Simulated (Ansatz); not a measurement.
Mulliken charges of CH2BFS, SMILES `FC1BS1` from B3LYP/def2-TZVPP in Ansatz (PBE0-D4/def2-TZVP geometry).

```tsv
atom	x (Å)	y (Å)	z (Å)	charge (e)
F1	0.494	-0.614	-1.553	-0.208
C2	-0.041	0.189	-0.590	0.127
B3	0.250	-0.100	0.886	-0.013
S4	-1.361	-0.580	0.442	-0.105
H5	-0.316	1.149	-1.016	0.126
H6	1.017	-0.108	1.784	0.073
```

**Question.** By hand: the dipole of these point charges (1 e Å = 4.8032 D).

**Answer.** Σ q r = (0.066, 0.351, 0.192) e Å, of length 0.405 e Å = 1.95 D.

**Question.** How does the dipole of the full density compare? (Best estimate.)

**Answer.** The calculation gave: (-0.042, 0.237, 0.162) e Å, 1.39 D; the point charges give 1.40 times that, at 19° from its direction.

Point charges leave out the atoms' own dipoles, such as those of lone pairs, and Mulliken's split depends on the basis, so the two needn't agree.

B3LYP here is the variant with VWN-RPA as its local correlation; programs differ in this.
